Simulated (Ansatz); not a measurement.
Frontier orbitals of CH4BFSSi, SMILES `FB1CS[SiH2]1`.

Total charge 0; spin multiplicity 1. The structure was optimised at the PBE0-D4/def2-TZVP level. Basis def2-TZVPP, the Gaussian-basis code of Ansatz.

```
functional  HOMO (eV)  LUMO (eV)  gap (eV)
       PBE      -6.12      -1.46      4.66
    r2SCAN      -6.35      -1.17      5.18
      PBE0      -7.24      -0.54      6.70
     BHLYP      -8.22       0.37      8.59
   ωB97M-V      -9.31       1.25     10.56
        HF      -9.77       2.53     12.30
```

Against PBE, PBE0 changes HOMO and LUMO by −1.12 and +0.92 eV, ωB97M-V by −3.19 and +2.71 eV. A gap of 4.66 eV thus becomes 10.56 eV for the same molecule, so an orbital gap means little without its functional. A positive LUMO is unbound and depends on the basis.
